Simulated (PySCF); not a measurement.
# Computed records: GeH₄OSi, AlGeHO₂, BGeH₂O₂, CH₇BGeSi and others

Computed with PySCF 2.14.0. Calculation on a computer-drawn molecule: optimised geometry and harmonic frequencies of an isolated molecule of the commonest isotopes, restricted reference for singlets and unrestricted otherwise, frozen core in MP2; on germanium a core potential holds 10 electrons, which the energies leave out, and 3d is frozen in MP2 and coupled-cluster steps.

Common to all runs: multiplicity 1; basis and core potential on germanium cc-pVDZ-PP ECP10MDF.

(1) GeH₄OSi

Start structure:
```xyz
7
GeH4OSi
O      0.5203    -2.8015     1.2090
Ge    -1.1913    -2.2891     1.2697
Si    -1.1396    -0.4492    -0.3664
H      1.2590    -2.3462     0.7445
H     -0.2831     0.6624    -0.0388
H     -2.3459     0.2068    -0.6446
H     -0.5630    -0.8306    -1.7530
```

It was run with charge 0, method HF and basis cc-pV(D+d)Z.

The calculation gives: rotational constants 10.51, 2.985, 2.388 GHz; total energy -659.5040 hartree; convergence status largest gradient component 4.304e-06 hartree/bohr.

Drawn bonds:
```csv
atom,other atom,order
1,2,1
2,3,1
1,4,1
3,5,1
3,6,1
3,7,1
```

Optimised structure:
```xyz
7
GeH4OSi
O      0.4307    -2.9260     1.0995
Ge    -0.8324    -1.8160     1.6986
Si    -0.9981    -0.3207    -0.3356
H      0.7901    -2.7972     0.2332
H     -0.6892     1.0876     0.0307
H     -2.3806    -0.3453    -0.8846
H     -0.0640    -0.7297    -1.4215
```

Modes:
```csv
frequency (cm⁻¹),reduced mass (dalton)
23.34,1.129
164,3.752
299,8.144
389.4,1.082
508,1.26
542.1,1.129
718.7,12.76
897.5,1.099
964.3,1.119
1017,1.035
1018,1.035
2262,1.038
2275,1.05
2276,1.032
4150,1.068
```

(2) AlGeHO₂

Start structure:
```xyz
5
AlGeHO2
O      0.5100     1.0967    -0.0985
Al     0.9911    -0.3754    -0.1302
Ge     2.6680    -2.2504     0.5531
O      3.1213    -0.6263     1.2064
H      3.8474    -0.3641     1.6450
```

Here we set charge 0, method HF and basis cc-pV(D+d)Z.

The calculation gives: rotational constants 11.29, 1.509, 1.331 GHz; total energy -685.5979 hartree; convergence status largest gradient component 2.943e-05 hartree/bohr.

Drawn bonds:
```csv
atom,other atom,order
1,2,2
2,3,1
3,4,1
4,5,1
```

Optimised structure:
```xyz
5
AlGeHO2
O     -0.2213     1.0090    -0.5797
Al     0.8587    -0.0455    -0.1240
Ge     2.6039    -1.8936     0.5831
O      3.5536    -0.6422     1.4336
H      4.3428    -0.9473     1.8628
```

Modes:
```csv
frequency (cm⁻¹),reduced mass (dalton)
93.58,8.848
133.7,17.89
191.5,16.62
263.6,19.62
541.8,1.11
722.1,11.9
911.8,1.114
1189,19.06
4121,1.067
```

(3) AlGeHO₂

Start structure:
```xyz
5
AlGeHO2
O     -0.2213     1.0090    -0.5797
Al     0.8587    -0.0455    -0.1240
Ge     2.6039    -1.8936     0.5831
O      3.5536    -0.6422     1.4336
H      4.3428    -0.9473     1.8628
```

Settings of this run: charge 0, method MP2 and basis cc-pV(D+d)Z.

It finds rotational constants 10.95, 1.477, 1.302 GHz; total energy -686.1205 hartree; convergence status largest gradient component 2.246e-05 hartree/bohr.

Drawn bonds:
```csv
atom,other atom,order
1,2,2
2,3,1
3,4,1
4,5,1
```

Optimised structure:
```xyz
5
AlGeHO2
O     -0.2763     1.0247    -0.6108
Al     0.8620    -0.0457    -0.1218
Ge     2.6150    -1.8895     0.5908
O      3.5750    -0.6040     1.4548
H      4.3620    -1.0052     1.8628
```

Modes:
```csv
frequency (cm⁻¹),reduced mass (dalton)
78.29,9.874
105.4,17.93
167.2,13.92
248.4,21.61
557,1.103
687.8,14.47
896.2,1.09
1009,19.1
3791,1.067
```

(4) AlGeHO₂

Start structure:
```xyz
5
AlGeHO2
O      1.3025     3.3348     4.3999
Al     0.2318     2.2769     4.0338
O     -1.0197     1.1994     3.6590
Ge    -2.2094    -0.0066     3.2204
H     -1.4771    -1.3520     3.8768
```

Settings of this run: charge 0, method HF and basis cc-pV(D+d)Z.

It finds rotational constants 202.4, 1.071, 1.066 GHz; total energy -685.6377 hartree; convergence status largest gradient component 1.912e-05 hartree/bohr.

Drawn bonds:
```csv
atom,other atom,order
1,2,2
2,3,1
3,4,1
4,5,1
```

Optimised structure:
```xyz
5
AlGeHO2
O      1.3017     3.3385     4.3994
Al     0.2011     2.2712     4.0396
O     -0.9594     1.1651     3.6569
Ge    -2.2346    -0.0336     3.2322
H     -1.4807    -1.2887     3.8619
```

Modes:
```csv
frequency (cm⁻¹),reduced mass (dalton)
55.6,10.51
73,17.18
257.6,16.31
271.7,20.04
374.8,26.64
839.1,1.121
981.3,10.54
1271,19.19
1967,1.023
```

(5) AlGeHO₂

Start structure:
```xyz
5
AlGeHO2
O      1.3017     3.3385     4.3994
Al     0.2011     2.2712     4.0396
O     -0.9594     1.1651     3.6569
Ge    -2.2346    -0.0336     3.2322
H     -1.4807    -1.2887     3.8619
```

Here we set charge 0, method MP2 and basis cc-pV(D+d)Z.

The calculation gives: rotational constants 67.01, 1.097, 1.079 GHz; total energy -686.1534 hartree; convergence status largest gradient component 1.311e-05 hartree/bohr.

Drawn bonds:
```csv
atom,other atom,order
1,2,2
2,3,1
3,4,1
4,5,1
```

Optimised structure:
```xyz
5
AlGeHO2
O      1.1788     3.6091     4.2845
Al     0.2734     2.2704     4.0769
O     -0.6532     0.8702     3.8705
Ge    -2.1812     0.0877     3.2366
H     -1.7897    -1.3849     3.7215
```

Modes:
```csv
frequency (cm⁻¹),reduced mass (dalton)
50.57,13.48
93.81,1.393
198,21.03
213.3,13.79
411.9,15.26
772.8,1.184
883,6.873
1135,18.95
1936,1.022
```

(6) BGeH₂O₂

Start structure:
```xyz
6
BGeH2O2
O      1.0502     4.0405     0.8594
Ge     1.0950     2.4595     0.6833
B      0.8485     2.1232    -1.5739
O      0.6687     2.2862    -2.6503
H      1.2608     1.2514     1.5329
H      0.5837     2.4954    -3.6314
```

It was run with charge 1, method HF and basis cc-pVDZ.

The calculation gives: rotational constants 14.98, 2.414, 2.079 GHz; total energy -468.6481 hartree; convergence status largest gradient component 2.353e-05 hartree/bohr.

Drawn bonds:
```csv
atom,other atom,order
1,2,2
2,3,1
3,4,1
2,5,1
4,6,1
```

Optimised structure:
```xyz
6
BGeH2O2
O      1.0829     4.0844     0.8222
Ge     1.0982     2.4930     0.6448
B      0.8386     2.1759    -1.4761
O      0.6870     2.0917    -2.6956
H      1.2265     1.2121     1.4222
H      0.5738     2.5991    -3.4977
```

Modes:
```csv
frequency (cm⁻¹),reduced mass (dalton)
108,6.404
199.7,1.194
280.8,4.472
334.6,3.773
354.4,3.883
430.3,1.937
516.8,1.205
741.4,1.07
1082,17.62
1848,9.065
2355,1.022
4018,1.076
```

(7) BGeH₂O₂

Start structure:
```xyz
6
BGeH2O2
O      1.0829     4.0844     0.8222
Ge     1.0982     2.4930     0.6448
B      0.8386     2.1759    -1.4761
O      0.6870     2.0917    -2.6956
H      1.2265     1.2121     1.4222
H      0.5738     2.5991    -3.4977
```

Here we set charge 1, method MP2 and basis cc-pVDZ.

It finds rotational constants 13.85, 2.447, 2.079 GHz; total energy -469.1845 hartree; convergence status largest gradient component 2.713e-05 hartree/bohr.

Drawn bonds:
```csv
atom,other atom,order
1,2,2
2,3,1
3,4,1
2,5,1
4,6,1
```

Optimised structure:
```xyz
6
BGeH2O2
O      1.0803     4.1137     0.8076
Ge     1.0974     2.4618     0.6320
B      0.8416     2.1447    -1.4580
O      0.6862     2.1265    -2.6952
H      1.2323     1.2016     1.4667
H      0.5692     2.6080    -3.5332
```

Modes:
```csv
frequency (cm⁻¹),reduced mass (dalton)
82.98,5.808
157.5,1.306
259.7,3.353
268.8,1.236
334.2,9.594
342.3,9.438
445.6,1.202
686.3,1.082
975.8,14.4
1770,8.893
2259,1.022
3794,1.079
```

(8) CH₇BGeSi

Start structure:
```xyz
11
CH7BGeSi
Si    -3.0248     1.4670     1.3978
C     -1.8672     1.7163     2.6958
B     -0.3872     1.4266     2.6496
Ge     0.5629     0.6567     1.0586
H     -4.4433     1.8406     1.5126
H     -2.7983     0.9050     0.0966
H     -2.2443     2.1433     3.5765
H      0.2628     1.6904     3.6158
H      1.1304    -0.7382     1.2434
H     -0.1285     0.4812    -0.2662
H      1.8206     1.3470     0.6491
```

Here we set charge 0, method HF and basis cc-pV(D+d)Z.

The calculation gives: rotational constants 8.752, 1.331, 1.172 GHz; total energy -648.8720 hartree; convergence status largest gradient component 4.439e-06 hartree/bohr.

Drawn bonds:
```csv
atom,other atom,order
1,2,2
2,3,1
3,4,1
1,5,1
1,6,1
2,7,1
3,8,1
4,9,1
4,10,1
4,11,1
```

Optimised structure:
```xyz
11
CH7BGeSi
Si    -3.0556     1.5369     1.4220
C     -1.9175     1.7341     2.6826
B     -0.4320     1.3839     2.6030
Ge     0.6379     0.5824     0.9881
H     -4.4774     1.8956     1.5645
H     -2.7418     1.0005     0.0929
H     -2.3036     2.1458     3.6132
H      0.2578     1.5762     3.5727
H      1.2907    -0.7510     1.3971
H     -0.1607     0.3015    -0.2991
H      1.7852     1.5302     0.5926
```

Modes:
```csv
frequency (cm⁻¹),reduced mass (dalton)
62.76,1.125
123.6,1.828
131.1,6.368
280.7,2.278
316.1,1.134
457.5,2.218
482.4,1.051
626.9,1.512
677.1,1.242
701.3,1.677
783.7,1.313
888.1,2.182
910,1.042
927.3,1.25
971,1.023
977.9,1.042
1041,1.065
1077,1.239
1236,1.783
1357,3.339
2169,1.023
2173,1.023
2195,1.013
2365,1.039
2403,1.045
2655,1.091
3283,1.086
```

(9) CH₇GeNSi

Start structure:
```xyz
11
CH7GeNSi
Si     1.5410     2.5243     0.5438
C      1.3900     0.8520     0.6887
N      0.3433     0.0382     0.2428
Ge     0.6185    -1.7343    -0.1399
H      0.5925     3.3976    -0.1691
H      2.6127     3.3158     1.1531
H      2.2083     0.2507     1.2563
H     -0.2926     0.5265    -0.3198
H     -0.7819    -2.2429    -0.3850
H      1.1535    -2.3474     1.0801
H      1.4333    -2.1159    -1.3009
```

Here we set charge 0, method HF and basis cc-pV(D+d)Z.

It finds rotational constants 25.17, 0.9973, 0.98 GHz; total energy -678.6316 hartree; convergence status largest gradient component 8.058e-06 hartree/bohr.

Drawn bonds:
```csv
atom,other atom,order
1,2,2
2,3,1
3,4,1
1,5,1
1,6,1
2,7,1
3,8,1
4,9,1
4,10,1
4,11,1
```

Optimised structure:
```xyz
11
CH7GeNSi
Si     1.8381     2.6483     0.2697
C      1.4412     0.8784     0.5776
N      0.5493     0.0959    -0.0217
Ge     0.5565    -1.7800    -0.0893
H      0.5113     3.2744    -0.0421
H      2.2342     3.1183     1.6311
H      2.1636     0.3238     1.1789
H     -0.1391     0.5873    -0.5647
H     -0.9027    -2.2175    -0.0393
H      1.3466    -2.2242     1.1343
H      1.2197    -2.2401    -1.3846
```

Modes:
```csv
frequency (cm⁻¹),reduced mass (dalton)
54.08,1.296
96.29,2.845
165.2,2.537
256.4,8.234
318.2,1.345
406.7,1.314
577,1.433
657.9,1.172
697.1,1.264
720.4,2.118
756.5,1.949
861.2,1.682
928.6,1.054
946.7,1.037
965.6,1.021
1004,1.101
1085,1.177
1380,1.174
1427,2.559
1628,1.705
2203,1.04
2236,1.042
2253,1.024
2271,1.022
2278,1.014
3267,1.087
3770,1.076
```

(10) CH₇GeNSi

Start structure:
```xyz
11
CH7GeNSi
Si    -0.0284    -0.1609     2.0358
N     -0.5054    -0.9813     0.7114
C     -1.2532    -0.6962    -0.4349
Ge    -0.7417     0.7734    -1.6594
H     -0.4550     1.0555     2.6911
H      0.8051    -1.0298     2.8553
H     -2.3194    -0.5243    -0.2048
H     -1.3369    -1.6452    -1.0377
H     -1.6812     0.9355    -2.7956
H      0.6381     0.5789    -2.2131
H     -0.7002     2.0074    -0.8813
```

It was run with charge 0, method HF and basis cc-pV(D+d)Z.

It finds rotational constants 12.99, 1.234, 1.18 GHz; total energy -678.6395 hartree; convergence status largest gradient component 7.68e-06 hartree/bohr.

Drawn bonds:
```csv
atom,other atom,order
1,2,2
2,3,1
3,4,1
1,5,1
1,6,1
3,7,1
3,8,1
4,9,1
4,10,1
4,11,1
```

Optimised structure:
```xyz
11
CH7GeNSi
Si    -0.0856    -0.3177     2.1165
N     -0.3472    -0.7057     0.6274
C     -1.3159    -0.5836    -0.4114
Ge    -0.6933     0.7347    -1.7489
H     -0.9891     0.4136     3.0314
H      1.1825    -0.6871     2.7548
H     -2.3139    -0.2835    -0.0689
H     -1.4288    -1.5364    -0.9374
H     -1.7184     0.8793    -2.8873
H      0.6503     0.2989    -2.3416
H     -0.5188     2.1005    -1.0679
```

Modes:
```csv
frequency (cm⁻¹),reduced mass (dalton)
74.07,3.77
122.3,1.392
184.9,1.764
199.4,1.921
399.5,2.21
526,1.049
529.4,1.44
680.2,1.316
718.8,1.795
744.4,1.261
884.5,3.495
909.4,1.455
911,1.044
962.5,1.031
967,1.038
1073,1.095
1308,1.143
1341,1.298
1490,6.817
1590,1.102
2190,1.022
2202,1.02
2228,1.016
2322,1.043
2388,1.042
3132,1.063
3192,1.1
```
